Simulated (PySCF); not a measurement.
An excited-state job on `CSC1=NC=CC(O)=C1`.

Computed with TDDFT PBE0/def2-SVPD, vertical, gas phase, core orbitals frozen in the response (PySCF 2.14.0, density-fitted response routines). Geometry: GFN2-xTB. The command runs a driver script over a list of jobs; the input below is this job's line of settings and its coordinates in Å.

Command:
```bash
OMP_NUM_THREADS=1 python probes_run.py task.json out
```

Input:
```
{"job": {"kind": "uv", "xc": "PBE0", "basis": "def2-SVPD", "nstates": 8, "ntriplets": 3}, "charge": 0, "multiplicity": 1}
C     -3.073188    -0.079892    -0.350580
S     -1.847221    -1.402500    -0.189215
C     -0.379773    -0.450879    -0.037531
C      0.837423    -1.111080     0.110804
C      1.984052    -0.341773     0.231636
O      3.211232    -0.885862     0.380733
C      1.863023     1.051626     0.197165
C      0.602393     1.588416     0.044127
N     -0.500893     0.864988    -0.071101
H     -2.836085     0.512079    -1.228087
H     -4.039576    -0.562081    -0.455251
H     -3.040502     0.538713     0.539915
H      0.869229    -2.190577     0.129014
H      3.150200    -1.849709     0.387890
H      2.740640     1.668413     0.288655
H      0.451447     2.659062     0.010416
```

Q: What does the run print?

A: 
```
coarse grid: 14632 points
cycle   1  E = -759.9394221301  dE =  1.583e+00  |g| = 5.905e-01  |ddm| = 8.834e+00
cycle   2  E = -759.8861065007  dE =  5.332e-02  |g| = 8.062e-01  |ddm| = 2.633e+00
cycle   3  E = -760.0107966383  dE = -1.247e-01  |g| = 1.158e-01  |ddm| = 1.667e+00
cycle   4  E = -760.0135867554  dE = -2.790e-03  |g| = 4.466e-02  |ddm| = 3.455e-01
cycle   5  E = -760.0140583337  dE = -4.716e-04  |g| = 1.377e-02  |ddm| = 1.443e-01
cycle   6  E = -760.0141034707  dE = -4.514e-05  |g| = 4.754e-03  |ddm| = 4.255e-02
cycle   7  E = -760.0141084987  dE = -5.028e-06  |g| = 1.348e-03  |ddm| = 1.174e-02
final grid: 138800 points
cycle   8  E = -760.1038931932  dE = -2.965e-05  |g| = 1.201e-02  |ddm| = 2.924e-01
cycle   9  E = -760.1038402222  dE =  5.297e-05  |g| = 1.918e-02  |ddm| = 6.392e-02
cycle  10  E = -760.1039271055  dE = -8.688e-05  |g| = 2.259e-03  |ddm| = 3.968e-02
cycle  11  E = -760.1039283646  dE = -1.259e-06  |g| = 4.753e-04  |ddm| = 6.868e-03
cycle  12  E = -760.1039284188  dE = -5.429e-08  |g| = 1.565e-04  |ddm| = 1.491e-03
cycle  13  E = -760.1039284236  dE = -4.802e-09  |g| = 4.835e-05  |ddm| = 3.727e-04
cycle  14  E = -760.1039284243  dE = -6.116e-10  |g| = 9.680e-06  |ddm| = 1.911e-04
converged SCF energy = -760.1039284243

Static polarisability (au): isotropic 104.088, principal 62.742 106.185 143.336

Singlet excitations
state   eV       nm        f      main configurations
  1   4.7338    261.9   0.01529   H->L 0.78, H->L+1 0.16
  2   5.1293    241.7   0.24954   H->L+1 0.72, H->L 0.19
  3   5.3400    232.2   0.00015   H-2->L 0.99
  4   5.4531    227.4   0.00002   H->L+3 0.81, H->L+2 0.09
  5   5.5977    221.5   0.00241   H-2->L+1 0.97
  6   5.7299    216.4   0.00290   H->L+2 0.86, H->L+3 0.10
  7   5.9910    207.0   0.12668   H-1->L 0.69, H-3->L+1 0.11, H->L+1 0.09
  8   6.2416    198.6   0.02180   H->L+4 0.84

Triplet excitations (Tamm-Dancoff, eV): 3.8001 4.2479 4.6653
```

The SCF starts on a coarse grid where the log names one; the energy can jump when the final grid takes over, and dE then counts from the start density on the new grid. H and L stand for HOMO and LUMO; the number after each pair is its weight.

Q: Give the mean polarisability as a volume in Å³, and the ratio of the largest to the smallest principal value.

A: 104.088 au × 0.148185 = 15.42 Å³; 143.336/62.742 = 2.28.

Q: Which computed singlet has the largest oscillator strength, and what do all of them sum to?

A: State 2 at 5.13 eV (242 nm), f = 0.250; the 8 states sum to 0.419.

Summary of the converged run: HOMO -6.32 eV, LUMO -0.61 eV; lowest singlet 4.73 eV; lowest triplet 3.80 eV (Tamm–Dancoff); mean polarisability 104.1 au.

Time: 69 s wall; peak memory 0.92 GiB. Hardware: an Arm Neoverse V1 with one thread (shared host).

One conformer stands for the species.
Labels such as C1 count atoms from 1, the log's own numbers from 0.
